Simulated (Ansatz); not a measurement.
A trace of molecular dynamics of CH₇ClOSi₂ (12 atoms, charge 0, multiplicity 1).

Computed with UKS PBE0/STO-3G in Ansatz 0.2.0.

```yaml
ensemble: NVE (velocity Verlet)
starting_velocities_drawn_for: 1000 K
seed: 226821
```

| time (fs) | T (K) | potential energy less start (eV) | conserved less start (meV/atom) |
| --- | --- | --- | --- |
| 0.0 | 1000 | 0.000 | 0.00 |
| 3.0 | 1487 | -0.635 | -0.44 |
| 6.0 | 1097 | -0.116 | 0.74 |
| 9.0 | 1259 | -0.336 | -0.07 |
| 12.0 | 1234 | -0.302 | 0.08 |
| 15.0 | 1772 | -1.011 | -1.14 |
| 18.0 | 2301 | -1.699 | -1.40 |
| 21.0 | 1899 | -1.161 | 0.14 |
| 24.0 | 2492 | -1.937 | -0.75 |
| 27.0 | 2074 | -1.387 | 0.19 |
| 30.0 | 2254 | -1.624 | -0.28 |
| 33.0 | 1756 | -0.977 | 0.08 |
| 36.0 | 1656 | -0.859 | -0.87 |
| 39.0 | 1572 | -0.750 | -0.83 |
| 42.0 | 1434 | -0.562 | -0.09 |
| 45.0 | 1926 | -1.205 | -0.64 |
| 48.0 | 1631 | -0.818 | -0.17 |
| 51.0 | 1599 | -0.780 | -0.50 |
| 54.0 | 1189 | -0.241 | 0.25 |
| 57.0 | 1787 | -1.027 | -0.83 |
| 60.0 | 1744 | -0.965 | -0.29 |
| 63.0 | 1676 | -0.876 | -0.18 |
| 66.0 | 1705 | -0.915 | -0.38 |
| 69.0 | 1805 | -1.048 | -0.65 |
| 72.0 | 2091 | -1.421 | -0.95 |
| 75.0 | 1799 | -1.032 | 0.06 |

Question: Can this run be trusted? Judge the integration.

Answer: The conserved energy stayed within 1.5 meV per atom of its start (net change 0.058 meV per atom), so the integration is sound. The system heated up, since it started high on the potential surface and ran downhill. A run of 0.075 ps of so small a system gives no equilibrium averages. The orbitals stay closed-shell, which can raise the energy where a bond breaks towards radicals; this wasn't checked here. Limits of this set-up: minimal basis. The time step was 0.5 fs.

The run took 12 min on 1 thread of Arm Neoverse V1 (shared host), peak memory 0.17 GiB.
